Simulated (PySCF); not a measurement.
Mg(H)(iPr) (C3H8Mg), SMILES C[CH](C)[MgH].

Geometry optimised at PBE-D3(BJ)/def2-SVP.

Level of theory: PBE-D3(BJ)/def2-SVP (PySCF).

Frequencies are harmonic and unscaled.

Computed harmonic wavenumbers and intensities:
| mode | ν (cm⁻¹) | IR (km/mol) | moving atoms (share of kinetic energy) |
|---|---|---|---|
| 1 | 124 | 3.9 | C 51 %, H 39 %, Mg 11 % |
| 2 | 166 | 10.0 | H 62 %, C 26 %, Mg 11 % |
| 3 | 249 | 0.1 | H 97 % |
| 4 | 267 | 3.0 | H 81 %, C 11 %, Mg 9 % |
| 5 | 314 | 57.0 | H 53 %, C 28 %, Mg 19 % |
| 6 | 347 | 195.9 | H 75 %, Mg 18 % |
| 7 | 380 | 121.2 | H 56 %, C 34 %, Mg 10 % |
| 8 | 478 | 23.0 | C 48 %, Mg 27 %, H 25 % |
| 9 | 868 | 7.6 | C 66 %, H 34 % |
| 10 | 880 | 2.0 | H 87 %, C 13 % |
| 11 | 917 | 21.2 | H 92 % |
| 12 | 951 | 1.6 | H 76 %, C 24 % |
| 13 | 1072 | 6.7 | C 72 %, H 28 % |
| 14 | 1118 | 10.1 | C 55 %, H 45 % |
| 15 | 1145 | 10.1 | H 64 %, C 36 % |
| 16 | 1275 | 1.7 | H 76 %, C 24 % |
| 17 | 1332 | 0.1 | H 80 %, C 20 % |
| 18 | 1347 | 11.3 | H 80 %, C 20 % |
| 19 | 1400 | 0.5 | H 97 % |
| 20 | 1416 | 4.8 | H 96 % |
| 21 | 1424 | 6.6 | H 96 % |
| 22 | 1431 | 5.4 | H 97 % |
| 23 | 1543 | 270.6 | H 96 % |
| 24 | 2901 | 117.8 | H 96 % |
| 25 | 2902 | 44.8 | H 96 % |
| 26 | 2929 | 16.5 | H 93 % |
| 27 | 2979 | 54.4 | H 92 %, C 8 % |
| 28 | 2980 | 9.4 | H 92 %, C 8 % |
| 29 | 3020 | 19.8 | H 91 %, C 9 % |
| 30 | 3020 | 39.0 | H 91 %, C 9 % |
